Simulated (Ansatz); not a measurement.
`[Cl][Al]([Cl])[Br]` + CH₃SH → `C[S][Al]([Cl])[Cl]` + HBr at 500 K and 1 bar (ligand exchange at the Al–Br bond).

Calculated with Ansatz (gas phase, PBE0-D4/def2-TZVP geometries, no zero-point term in ΔE). CBS: MP2 limit from def2 TZ/QZ plus the TZ coupled-cluster correction, frozen cores. This one scheme is used for every species. For Br outer-core shells are correlated without core-valence functions, which leaves a few kJ/mol of doubt a bond. Scalar relativity is left out up to krypton. Each species was taken in one conformer, which may not be the lowest.

```
             species  CCSD(T)/CBS energy (Eh)  H − E (kJ/mol)  S (J/(mol·K))
`[Cl][Al]([Cl])[Br]`              -3735.10209            44.0          373.7
               CH₃SH               -438.22835           145.1          283.7
`C[S][Al]([Cl])[Cl]`              -1599.39326           158.5          452.4
                 HBr              -2573.91920            30.5          213.7
```

H − E and S are ideal-gas, rigid-rotor, harmonic terms from PBE0-D4/def2-TZVP, for one conformer and one mirror image of each species. 1 Eh = 2625.50 kJ/mol, R = 8.31446 J/(mol·K).

Q: By hand: ΔE, ΔH, ΔS and ΔG.

A: ΔE = (-1599.39326) + (-2573.91920) − (-3735.10209) − (-438.22835) = 0.01798 Eh = 47.2 kJ/mol. Δ(H − E) = 158.5 + 30.5 − 44.0 − 145.1 = -0.1, so ΔH = 47.1 kJ/mol. ΔS = 452.4 + 213.7 − 373.7 − 283.7 = 8.7 J/(mol·K). ΔG = 47.1 − 500 × (8.7)/1000 = 42.8 kJ/mol.

Q: By hand: the equilibrium constant, and the temperature at which ΔG would vanish if ΔH and ΔS stayed fixed.

A: log₁₀ K = −ΔG/(RT ln 10) = -4.5. ΔG = 0 at ΔH/ΔS = 5414 K, far beyond where these terms or the molecules hold.

The number of gas molecules stays the same, so ΔS is small and ΔH decides. A doubt of 5 kJ/mol in ΔE shifts log₁₀ K by 0.5 here. Other conformers and mirror images would add mixing entropy, several J/(mol·K) or more a flexible species. Modes under 60 cm⁻¹, often nearly free rotors, make the harmonic entropy too high. These are equilibria of isolated gas molecules and say nothing of rates. Largest T1 diagnostic: 0.009 (customary marks: 0.02 for closed shells, 0.045 for open ones).
